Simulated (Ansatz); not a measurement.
The cluster TaSe2⁺, relaxed as a quintet with UKS r2SCAN-D4/def2-TZVP in Ansatz, starting from the r2SCAN-D4/def2-TZVP geometry of the charge +1 singlet. Force threshold 0.02 eV/Å.

In the def2 sets Ta takes a core potential; there is no spin–orbit coupling. The relaxation made no stability test and no search for a lower SCF solution. At r2SCAN-D4/def2-TZVP a singlet of charge 1 lies 2.00 eV below the quintet, each at its own geometry. The structure comes from a short search, and lower isomers may exist.

Start:

| atom | x (Å) | y (Å) | z (Å) |
| --- | --- | --- | --- |
| Ta1 | -0.579 | -0.096 | -0.698 |
| Se2 | 1.108 | 1.397 | -0.516 |
| Se3 | -0.529 | -1.301 | 1.214 |

Task: Estimate the energy that the relaxation releases and the steps that it takes.

Result: 18.9 kcal/mol, in 8 steps; 36 s on 4 threads of AMD EPYC 7B13 on a shared host. The force fell under the threshold at step 7, but the optimiser went on. No frequencies were taken in this run, so the end may be a saddle point.

Task: Does the start keep its bonding and symmetry?

Result: By distances, no bond broke or formed. The bond that changes most is Ta1–Se3, from 2.26 to 2.56 Å (atoms count from 1). Point group C2v at the start, Cs at the end, both within 0.05 Å.

Task: Predict the relaxed structure.

Result: 
```xyz
3

Ta   -0.7292   -0.0471   -0.9914
Se    1.0629    1.2066   -0.2916
Se   -0.3337   -1.1594    1.2830
```
Bond lengths: 2 × Se–Ta 2.30 to 2.56 Å.
